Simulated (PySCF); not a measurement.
# What a mistake does to a calculation on C2GeH8Si

Calculated results; nothing here was measured. They come from PySCF 2.14.0, an open-source quantum chemistry program, on an isolated molecule that a program drew, which may never have been made. The molecule is C2GeH8Si (charge 0, singlet), drawn as the SMILES string `[CH3][GeH2][CH]=[SiH2]`.

Each row is a Hartree-Fock (HF) and frozen-core CCSD(T) single point in the cc-pV(D+d)Z basis, meant for a local HF minimum. Run 1 is clean. Each other run has one planted mistake out of seven kinds, and not every kind appears here: one electron removed, one electron added, multiplicity raised by two, geometry at a saddle point, minimal basis STO-3G, one bond length entered in bohr, all coordinates scaled. The reference is restricted for singlets and unrestricted otherwise, and also for a bond in bohr. Adding or removing an electron swaps singlet and doublet. Electrons count all cores. HOMO and LUMO are orbital energies over both spins, the gradient is its largest component, and the lowest frequency (negative if imaginary) is given only where the gradient is small. Bond lengths are over the 11 bonds as drawn. T1 is the CCSD diagnostic: over 0.02 (restricted) or 0.045 (unrestricted) a single reference is doubtful. Germanium has the cc-pVDZ-PP basis, with a core potential (ECP10MDF) in place of its 10 inner electrons, and its 3s, 3p and 3d shells are frozen in CCSD(T).

Geometry of the clean run:
```xyz
12
C2GeH8Si, angstrom
C    -0.7648    0.2934    0.8310
Ge   -0.2888   -1.4394    0.0424
C     1.1362   -1.2873   -1.2686
Si    1.9567    0.1086   -1.7650
H     0.0931    0.7389    1.3389
H    -1.1170    0.9864    0.0641
H    -1.5635    0.1561    1.5628
H    -1.5350   -2.0515   -0.6229
H     0.1447   -2.4027    1.1625
H     1.4374   -2.2223   -1.7372
H     1.6724    1.4504   -1.2318
H     3.0288    0.1049   -2.7751
```

| run | electrons | basis functions | <S^2> | HOMO (eV) | LUMO (eV) | gradient (hartree/bohr) | lowest frequency (cm^-1) | mean bond (Å) | longest bond (Å) | T1 | HF (hartree) | CCSD(T) (hartree) | mistake |
|---|---|---|---|---|---|---|---|---|---|---|---|---|---|
| 1 | 66 | 114 | 0.000 | -8.59 | 2.09 | 1.7e-05 | 80 | 1.4533 | 1.962 | 0.0126 | -662.64925 | -663.21394 | no fault |
| 2 | 66 | 114 | 2.029 | -6.07 | 0.50 | 1.0e-01 | - | 1.4533 | 1.962 | 0.0118 | -662.57904 | -663.10599 | multiplicity raised by two |
| 3 | 67 | 114 | 0.771 | 0.47 | 8.36 | 4.6e-02 | - | 1.4533 | 1.962 | 0.0127 | -662.60139 | -663.17444 | one electron added |
| 4 | 66 | 114 | 1.596 | -8.60 | 1.30 | 2.4e-02 | - | 1.5903 | 3.200 | 0.0350 | -662.50347 | -663.01823 | one bond length entered in bohr |
| 5 | 66 | 114 | 0.000 | -9.01 | 2.48 | 6.9e-02 | - | 1.3370 | 1.805 | 0.0113 | -662.56162 | -663.11140 | all coordinates scaled |
| 6 | 65 | 114 | 0.757 | -15.81 | -6.29 | 5.8e-02 | - | 1.4533 | 1.962 | 0.0180 | -662.38514 | -662.90086 | ? |

**Which mistake was planted in run 6, and what did it cost?**

It counts 65 electrons, one fewer than the clean run, at the same geometry and basis. So the mistake is: one electron removed. Subtracting run 1 and multiplying by 627.51 kcal/mol a hartree, the energy moved by 165.7 kcal/mol in HF and 196.5 kcal/mol in CCSD(T).

Cautions from the logs. Run 3: the HOMO is above zero, so the electron isn't bound and the energy depends on the basis.
